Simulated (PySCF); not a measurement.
## Dipole moment and polarisability of `[BH2][GeH3]`

Species: BGeH₅.
SMILES with atom numbers: `[BH2:1][GeH3:2]` (hydrogens: H3, H4 on B1; H5, H6, H7 on Ge2)

Geometry (PBE0-D3(BJ)/def2-SVP, Å), atoms numbered from 1 in this order:
```
atom  x, y, z in Å
B1     1.2016   -0.0128   -0.1437
Ge2   -0.8530    0.0483   -0.0324
H3     1.8783    0.9867   -0.1715
H4     1.7612   -1.0827   -0.1828
H5    -1.4541    1.4660    0.0101
H6    -1.3327   -0.7065    1.2271
H7    -1.4668   -0.6888   -1.2431
```

Level: CAM-B3LYP/def2-SVPD (PySCF), static field, nuclei fixed, core orbitals frozen in the response. The polarisability tensor in these axes (au):

```
x   57.80 -0.04 -0.77
y   -0.04 47.59  0.03
z   -0.77  0.03 43.62
```

**Question.** Give the principal values, the mean and the anisotropy Δα = √{½[(α1 − α2)² + (α2 − α3)² + (α1 − α3)²]}.

**Answer.** Principal values 43.58, 47.59 and 57.84 au; mean 49.67 au = 7.36 Å³ = 8.19 × 10⁻⁴⁰ C²·m²/J; Δα = 12.73 au (26 % of the mean).

**Question.** What is the dipole moment, and where does it point?

**Answer.** (0.49, 0.02, -0.03) D, 0.49 D in size, pointing from the negative to the positive side. Measured along this direction, the outermost atoms are H6, H7 and H5 at the negative end and H3 at the positive end.

**Question.** Rayleigh depolarisation ratio (linearly polarised light, static tensor)?

**Answer.** ρ = 3Δα²/(45ᾱ² + 4Δα²) = 486.5/(111014 + 648.6) = 0.00436.

**Question.** What molar refraction does this α imply?

**Answer.** Lorentz–Lorenz: R = (4π/3)N_A α = 2.5225 cm³/(mol·Å³) × 7.36 Å³ = 18.6 cm³/mol, in the limit of long wavelengths.

**Question.** In TDDFT the mean static polarisability is Σ f/ω² over all singlet excitations (ω in hartree). How much of it do the 10 lowest give? Their energies (eV) and oscillator strengths: 4.22, 0.0029; 5.39, 0.0011; 6.60, 0.0050; 6.62, 0.0656; 7.82, 0.0099; 8.39, 0.0236; 8.52, 0.4315; 8.59, 0.1246; 8.68, 0.0009; 8.90, 0.1993.

**Answer.** They add up to 9.24 au, 18.6 % of the 49.67 au; the largest single term is 4.41 au, from the state at 8.52 eV. Terms in order: 0.12, 0.03, 0.09, 1.11, 0.12, 0.25, 4.41, 1.25, 0.01, 1.86 au. Higher excitations give the rest. The strengths listed sum to 0.864.

Geometry: PBE0-D3(BJ)/def2-SVP; no solvent, vibrations or thermal averaging. The calculation is non-relativistic, for germanium too.
